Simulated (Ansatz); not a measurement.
Gas-phase electronic energies from Ansatz, PBE0-D4/def2-TZVP geometries. CBS: MP2 limit from def2 TZ/QZ plus the TZ coupled-cluster correction, frozen cores. This one scheme is used for every species. Functionals use def2-TZVPP. def2 core potentials past Kr. For Te outer-core shells are correlated without core-valence functions, which leaves a few kJ/mol of doubt a bond.

Consider the ligand exchange at a Te–C bond: `CC([SiH3])[TeH]` + PH₃ → `P[TeH]` + `CC[SiH3]`.

| level | ΔE (kJ/mol) |
| --- | --- |
| PBE-D4 | -66.7 |
| PBE | -72.6 |

What does CCSD(T)/CBS give? (Estimate.)

The calculation gave: -56.4 kJ/mol. The listed levels differ from it by -10.3, -16.2 kJ/mol.

Largest T1 diagnostic among the species: 0.013.

The D4 term adds +9.6 kJ/mol with B3LYP and +5.3 kJ/mol with PBE0; it sums over pairs of atoms, weighted by their polarisabilities, and B3LYP, whose exchange is more repulsive, gets the larger term. In def2-TZVPP, CCSD(T) changes the Hartree–Fock value by +22.2 kJ/mol (the triples alone add +3.0 kJ/mol) and MP2 by +24.0 kJ/mol.

B3LYP here is the variant with VWN-RPA as its local correlation; programs differ in this.
